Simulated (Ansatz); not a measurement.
C3H5Cl2FSi (SMILES C=CC[Si](F)(Cl)Cl), singlet, geometry from GFN2-xTB, with bond 8-1 at 2.4 times its length; SC-NEVPT2/STO-3G, CASSCF(6,4) (Ansatz, an electronic-structure program).

The Ansatz input:
Ansatz 0.2 input:
```yaml
crystal:
  periodic: [false, false, false]
  atoms:
    - {symbol: C, position_ang: [2.78199008, -1.31542768, -1.00480663]}
    - {symbol: C, position_ang: [1.62181165, -0.84613493, -1.42228836]}
    - {symbol: C, position_ang: [1.09559804, 0.51613231, -1.08999655]}
    - {symbol: Si, position_ang: [-0.36505422, 0.46307802, 0.12918352]}
    - {symbol: F, position_ang: [-0.83536691, 1.99453410, 0.34952864]}
    - {symbol: Cl, position_ang: [-1.96082886, -0.49466132, -0.60869397]}
    - {symbol: Cl, position_ang: [0.16242037, -0.22312778, 1.93281032]}
    - {symbol: H, position_ang: [4.37013495, 0.09872804, 0.46732923]}
    - {symbol: H, position_ang: [3.12141291, -2.30396539, -1.26019420]}
    - {symbol: H, position_ang: [0.97111448, -1.45695983, -2.03327241]}
    - {symbol: H, position_ang: [1.89914661, 1.12150607, -0.66656201]}
    - {symbol: H, position_ang: [0.77021551, 1.00671246, -2.01031078]}
basis:
  gaussian:
    orbitals: STO-3G
magnetization: {spin_polarized: false}
correlation: {method: sc_nevpt2, electrons: all, active_space: {window: {electrons: 6, orbitals: 4}}}
```

Task: What does Ansatz print? Leave out banner, timings and long lists.

Result: 
```
Functional definition: HF
640 factors; integrals over basis functions are off by at most 4.5e-5 eV
mean field evaluation 1: about -38299.0688 eV, gradient 3.2e1 eV
mean field evaluation 2: about -38299.2129 eV, gradient 3.2e1 eV
mean field evaluation 4: about -38304.4246 eV, gradient 9.4e0 eV
mean field evaluation 8: about -38304.7871 eV, gradient 7.5e-5 eV
mean field evaluation 16: about -38300.4415 eV, gradient 7.2e-3 eV
mean field -38304.78399891 eV, -1407.6748480447 hartree, gradient 1.2e-6 eV, S^2 0.000000; 1 other end points of the search recorded, 0 dependent functions left out; unrestricted orbitals would lower it
reference -38304.78399891 eV, -1407.6748480447 hartree; 40, 40 occupied and 12, 12 virtual orbitals, 640 factors
state -38309.57827077 eV, -1407.8510342862 hartree
state -38309.57827077 eV, -1407.8510342862 hartree; corrected -38315.31057988 eV, -1408.0616927604 hartree
WARN: 2 active orbitals are nearly empty or full. The corrections depend on them more than the energy does, and are more stable in an active space without them
Total energy: -38315.31057988 eV, -1408.0616927604 hartree
```
